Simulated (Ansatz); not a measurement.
`[OH][Cd][O][SiH3]` + H–F → `[F][Cd][O][SiH3]` + H₂O at 500 K and 1 bar (ligand exchange at a Cd–O bond).

Isolated molecules relaxed with PBE0-D4/def2-TZVP in Ansatz; ΔE leaves out vibrations. CBS: MP2 limit from def2 TZ/QZ plus the TZ coupled-cluster correction, frozen cores. This one scheme is used for every species. def2 core potentials past Kr. For Cd outer-core shells are correlated without core-valence functions, which leaves a few kJ/mol of doubt a bond. One conformer a species, not always the lowest.

```
            species  CCSD(T)/CBS energy (Eh)  H − E (kJ/mol)  S (J/(mol·K))
`[OH][Cd][O][SiH3]`               -609.59049           153.6          435.0
                H–F               -100.39570            39.4          188.7
 `[F][Cd][O][SiH3]`               -633.61664           120.3          406.8
                H₂O                -76.37941            73.2          206.3
```

H − E and S are ideal-gas, rigid-rotor, harmonic terms from PBE0-D4/def2-TZVP, for one conformer and one mirror image of each species. 1 Eh = 2625.50 kJ/mol, R = 8.31446 J/(mol·K).

Problem. By hand: ΔE, ΔH, ΔS and ΔG.

Solution. ΔE = (-633.61664) + (-76.37941) − (-609.59049) − (-100.39570) = -0.00986 Eh = -25.9 kJ/mol. Δ(H − E) = 120.3 + 73.2 − 153.6 − 39.4 = 0.5, so ΔH = -25.4 kJ/mol. ΔS = 406.8 + 206.3 − 435.0 − 188.7 = -10.6 J/(mol·K). ΔG = -25.4 − 500 × (-10.6)/1000 = -20.1 kJ/mol.

Problem. By hand: the equilibrium constant, and the temperature at which ΔG would vanish if ΔH and ΔS stayed fixed.

Solution. log₁₀ K = −ΔG/(RT ln 10) = 2.1. ΔG = 0 at ΔH/ΔS = 2396 K, though so small a ΔS makes that figure unsure.

The number of gas molecules stays the same, so ΔS is small and ΔH decides. A doubt of 5 kJ/mol in ΔE shifts log₁₀ K by 0.5 here. Other conformers and mirror images would add mixing entropy, several J/(mol·K) or more a flexible species. Modes under 60 cm⁻¹, often nearly free rotors, make the harmonic entropy too high. These are equilibria of isolated gas molecules and say nothing of rates. Largest T1 diagnostic: 0.016 (customary marks: 0.02 for closed shells, 0.045 for open ones).
